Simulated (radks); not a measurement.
Results of a calculation; reference values are marked as such.
Question: These are the eigenvalues of the occupied orbitals of an atom or ion with whole-number occupations (eV). Code: a radial shooting solver on a logarithmic mesh with Libxc functionals. Model: Dirac Kohn-Sham, exchange-only PBE, spin-unpolarised, spherical densities, finite nucleus; Fermi nuclear charge, rms radius of each element as measured or else 0.836 A^(1/3) + 0.57 fm.

orbital  eigenvalue
1s1/2     -43919.46
2s1/2     -8807.783
2p1/2     -8458.225
2p3/2     -7969.154
3s1/2     -3240.229
3p1/2     -3105.058
3p3/2     -2989.173
3d3/2     -2781.487

Which element is it, and in what charge state? The configuration may be excited. Open shells, if any, fill j = l - 1/2 first.

Answer: Z = 59, praseodymium, charge +39: Pr39+ in [Ar] 3d2. The list shows which subshells hold electrons but not how many an open one holds; the 1s level, -1614 hartree, gives Z - s = 56.8 by -(Z - s)^2/2, which with screening and relativity narrows Z to a few neighbours, and the depths of the outer levels then fix element, charge and occupations together.
